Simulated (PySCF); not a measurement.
Isomers of C6H12O, from PBE0-D3(BJ)/def2-SVP geometry optimisation, gas phase (PySCF). One conformer each, no zero-point energy, no frequencies.

Question: Which is lower in electronic energy at this level?
A. `[OH:1][CH:2]1[CH2:3][CH2:4][CH2:5][CH2:6][CH2:7]1` with H–O1–C2–C3 -63°, O1–C2–C3–C4 180°, C2–C3–C4–C5 -55°, C3–C4–C5–C6 55°, C4–C5–C6–C7 -55°: A = 4309, B = 2232, C = 1620 MHz, dipole 1.64 D
B. `[CH2:1]=[C:2]([CH2:3][CH2:4][CH3:5])[O:6][CH3:7]` with C1–C2–C3–C4 115°, C2–C3–C4–C5 178°, C1–C2–O6–C7 0°: A = 5343, B = 1357, C = 1162 MHz, dipole 0.68 D

Answer: A. That is `OC1CCCCC1`, 28.1 kcal/mol below the other.

| SMILES | mapped SMILES | E (Eh) | relative (kcal/mol) | relative (kJ/mol) | dipole (D) |
| --- | --- | --- | --- | --- | --- |
| OC1CCCCC1 | [OH:1][CH:2]1[CH2:3][CH2:4][CH2:5][CH2:6][CH2:7]1 | -310.52244 | 0.0 | 0.0 | 1.64 |
| C=C(CCC)OC | [CH2:1]=[C:2]([CH2:3][CH2:4][CH3:5])[O:6][CH3:7] | -310.47766 | 28.1 | 117.6 | 0.68 |

As drawn, the lower has an O–H bond, which the higher lacks; the higher has a C=C bond outside aromatic rings, which the lower lacks.
